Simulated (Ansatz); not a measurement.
Consider the formal exchange of groups at the Si–N bond: `N[Si](N)(F)F` + `N[SiH3]` → `N[SiH2][Si](N)(F)F` + NH₃.

Computed with Ansatz on PBE0-D4/def2-TZVP structures; ΔE is electronic, products minus reactants. CCSD(T)/CBS adds triple-zeta CCSD(T) − MP2 to the extrapolated MP2 energy (def2 sets, frozen cores). This one scheme is used for every species. Each species was taken in one conformer, which may not be the lowest.

`N[Si](N)(F)F`:

Cartesian coordinates in Å:
```
N -0.936 -1.057 -0.342
Si -0.206 0.277 0.382
N 1.294 0.576 -0.321
F -1.286 1.441 0.277
F 0.086 0.169 1.942
H -0.446 -1.927 -0.457
H -1.935 -1.172 -0.345
H 1.406 0.639 -1.318
H 2.023 1.054 0.181
```

`N[SiH3]`:

```xyz
7

N     0.585   -0.813    0.367
Si   -0.442    0.426   -0.240
H     0.820   -0.829    1.347
H     1.360   -1.135   -0.189
H    -1.635    0.504    0.642
H     0.153    1.795   -0.304
H    -0.840    0.052   -1.622
```

`N[SiH2][Si](N)(F)F`:

Cartesian coordinates in Å:
```
N -1.567 0.752 -1.571
Si -0.542 -0.498 -0.994
Si 0.803 0.432 0.675
N 1.378 -0.738 1.750
F 2.088 1.204 0.134
F -0.068 1.585 1.372
H -1.942 1.429 -0.927
H -2.180 0.611 -2.358
H -1.226 -1.686 -0.388
H 0.279 -1.023 -2.117
H 0.791 -1.479 2.092
H 2.187 -0.588 2.331
```

NH₃:

```xyz
4

N    -0.178   -0.142    0.166
H     0.292    0.602    0.668
H     0.542   -0.744   -0.215
H    -0.655    0.284   -0.619
```

```
             species  CCSD(T)/CBS(def2) energy (Eh)
      `N[Si](N)(F)F`                     -600.70522
           `N[SiH3]`                     -346.80422
`N[SiH2][Si](N)(F)F`                     -890.96493
                 NH₃                      -56.50880
```

(1) Work out ΔE.

Largest T1 diagnostic among the species: 0.012.

Answers

(1) ΔE = (-890.96493) + (-56.50880) − (-600.70522) − (-346.80422) = 0.03571 Eh = +93.8 kJ/mol.

The D4 term adds −5.4 kJ/mol with B3LYP and −3.4 kJ/mol with PBE0; it sums over pairs of atoms, weighted by their polarisabilities, and B3LYP, whose exchange is more repulsive, gets the larger term. In def2-TZVPP, CCSD(T) changes the Hartree–Fock value by −21.0 kJ/mol (the triples alone add −3.4 kJ/mol) and MP2 by −15.4 kJ/mol.

B3LYP here is the variant with VWN-RPA as its local correlation; programs differ in this.
